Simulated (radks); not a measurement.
All-electron atom: Ir IV in [Kr] 4d10 4f14 5s1.5 5p6 5d6 5f0.5 (fractional occupations, a model configuration). Method: Dirac Kohn-Sham, SOGGA, spin-unpolarised, spherical densities, finite nucleus; open shells are shared between the two j in proportion to 2j + 1; Fermi nuclear charge, rms radius 5.4032 fm; computed with a radial shooting solver on a logarithmic mesh with Libxc functionals.

Radial electron density D(r) = 4 pi r^2 rho(r):

r (bohr),D(r) (e/bohr)
0.0008937,7.938
0.001049,10.11
0.001231,12.82
0.001433,15.99
0.001681,20.06
0.001973,24.99
0.002315,30.90
0.002696,37.47
0.003163,45.44
0.003712,54.41
0.004322,63.72
0.005071,74.01
0.005951,84.32
0.006928,93.49
0.00813,101.7
0.009541,107.6
0.0112,110.4
0.01303,110.1
0.0153,107.0
0.01795,102.4
0.0209,98.74
0.02452,98.17
0.02878,103.0
0.0335,112.7
0.03932,126.1
0.04614,137.8
0.05414,142.2
0.06303,137.1
0.07397,124.9
0.0868,113.6
0.101,111.6
0.1186,120.1
0.1392,130.4
0.162,129.4
0.1901,111.8
0.2231,86.82
0.2618,71.57
0.3048,72.96
0.3577,81.78
0.4197,82.49
0.4886,70.15
0.5734,50.28
0.6729,33.53
0.7834,24.41
0.9193,19.76
1.079,16.38
1.266,12.47
1.474,8.572
1.73,5.100
2.03,2.690
2.363,1.324
2.773,0.5879
3.254,0.2776
3.788,0.1674
4.445,0.1166
5.217,0.07736
6.122,0.04230
7.127,0.01854
8.363,0.005543
9.814,0.001102
11.43,0.0001538

D(r) has 4 maxima, at r = 0.0118, 0.0537, 0.150, 0.391 bohr, and minima at 0.0232, 0.0963, 0.277 bohr, inside which lie 2.03, 11.09, 29.97 electrons.
